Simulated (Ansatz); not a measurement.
Input file for CH₇BOSi (`B[SiH2]OC`):

```yaml
crystal:
  periodic: [false, false, false]
  atoms:
    - {symbol: B, position_ang: [-1.709346, 1.465805, -0.828296]}
    - {symbol: Si, position_ang: [-0.630270, 0.228226, 0.312262]}
    - {symbol: O, position_ang: [0.753682, -0.235757, -0.453759]}
    - {symbol: C, position_ang: [1.684156, -1.105786, 0.144204]}
    - {symbol: H, position_ang: [-1.379159, 1.807834, -1.924160]}
    - {symbol: H, position_ang: [-2.743411, 1.890395, -0.400223]}
    - {symbol: H, position_ang: [-0.295733, 0.894352, 1.611981]}
    - {symbol: H, position_ang: [-1.447497, -0.976566, 0.667053]}
    - {symbol: H, position_ang: [2.082839, -0.688948, 1.077090]}
    - {symbol: H, position_ang: [1.236893, -2.082631, 0.364690]}
    - {symbol: H, position_ang: [2.513145, -1.253923, -0.550240]}
basis:
  gaussian: {orbitals: def2-TZVPP}
correlation: {method: ccsd_t}
output: {orbitals: {seedname: orbitals}}
```

```sh
$ ansatz run in.yaml --threads 2 --pin off --events-out ev --progress --plain --max-ram 4352MiB
```

Output of Ansatz, abridged:

```
Functional definition: HF
  name "HF"
  cite "Fock, Z. Phys. 61, 126 (1930) doi:10.1007/BF01340294"
  parent pbe
  exchange = exact_x
  correlation = 0
1355 factors; integrals over basis functions are off by at most 9.9e-4 eV
mean field evaluation 1: about -11710.8970 eV, gradient 3.4e1 eV
mean field evaluation 2: about -11711.1311 eV, gradient 3.4e1 eV
mean field evaluation 4: about -11714.0397 eV, gradient 4.3e0 eV
mean field evaluation 8: about -11714.1037 eV, gradient 2.0e-1 eV
mean field -11714.10397294 eV, -430.4853809005 hartree, gradient 2.1e-6 eV, S^2 0.000000; 0 other end points of the search recorded, 0 dependent functions left out
8 core orbitals not correlated: weight in the atoms' cores, before any rotation towards them, 1.000 or more for the frozen orbitals, at most 0.000 for the correlated occupied ones
reference -11714.10397294 eV, -430.4853809005 hartree; 12, 12 occupied and 213, 213 virtual orbitals, 1355 factors
second order -17.26107925 eV of doubles, -0.00000000 eV of singles
cycle   1  -18.04477296 eV  change   -7.8e-1 eV  update   9.3e-2
cycle   2  -18.54596359 eV  change   -5.0e-1 eV  update   2.9e-2
cycle   3  -18.64566178 eV  change   -1.0e-1 eV  update   1.4e-2
cycle   4  -18.63712007 eV  change    8.5e-3 eV  update   3.5e-3
cycle   5  -18.63655552 eV  change    5.6e-4 eV  update   1.5e-3
cycle   6  -18.63676172 eV  change   -2.1e-4 eV  update   5.6e-4
cycle   7  -18.63646266 eV  change    3.0e-4 eV  update   2.1e-4
cycle   8  -18.63644026 eV  change    2.2e-5 eV  update   8.5e-5
cycle   9  -18.63647727 eV  change   -3.7e-5 eV  update   3.4e-5
cycle  10  -18.63647209 eV  change    5.2e-6 eV  update   1.5e-5
perturbative correction -0.63655014 eV, -0.0233927861 hartree
Total energy: -11733.37699516 eV, -431.1936514036 hartree
```

Run time 5.8 min (2 threads of an Arm Neoverse V2 on a shared host); peak host memory 1.7 GiB.

The correlation energy is -19.273 eV, 3.3 % of it from (T); the T1 diagnostic reads 0.0113.
